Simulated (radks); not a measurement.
Initial-state core-level shifts of the xenon ion Xe+ when its valence configuration changes from [Kr] 4d10 5s2 5p5. Method: scalar-relativistic Kohn-Sham, PBEsol, spin-polarised, spherical densities, point nucleus; open shells are filled with parallel spins first (spin-orbit coupling, left out, can overturn this in heavy ions); computed with a radial shooting solver on a logarithmic mesh with Libxc functionals. Shifts are changes of the shell-averaged eigenvalues in eV (positive: less bound).

valence                1s       2s       3s       3p
4d10 5s1 5p6       -1.404   -1.393   -1.416   -1.414
4d9 5s2 5p6       -10.067  -10.710  -10.052  -10.055
4d10 5s1.5 5p5.5   -0.705   -0.699   -0.710   -0.710
4d9.5 5s2 5p5.5    -5.012   -5.326   -5.008   -5.009
